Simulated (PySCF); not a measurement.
How methods differ on the ionisation energy of Sc⁺

Sc⁺ [Ar] 3d1 4s1 (3D) → Sc²⁺ [Ar] 3d1 (2D), as a difference of total energies. Calculation: PySCF 2.14, in x2c-TZVPall (6s5p4d1f, 48 functions); the spin-free X2C one-electron Hamiltonian (Gaussian nucleus). Correlated levels: valence: [Ar] frozen. The calculations carry no spin-orbit coupling.

```json
{"method": "UHF", "ionisation energy (eV)": "12.228", "difference from reference (eV)": "-0.572"}
{"method": "M06-L", "ionisation energy (eV)": "12.093", "difference from reference (eV)": "-0.707"}
{"method": "M06-2X", "ionisation energy (eV)": "12.763", "difference from reference (eV)": "-0.037"}
{"method": "MP2 (valence)", "ionisation energy (eV)": "12.301", "difference from reference (eV)": "-0.499"}
{"method": "SCS-MP2 (valence)", "ionisation energy (eV)": "12.252", "difference from reference (eV)": "-0.548"}
```

Reference: 12.800 eV (measured; NIST Atomic Spectra Database, ionization energies).

The reference lies between the lowest fine-structure levels, while these numbers refer to the centres of the terms.

Errors of the correlated levels include the incompleteness of this basis and the frozen core.
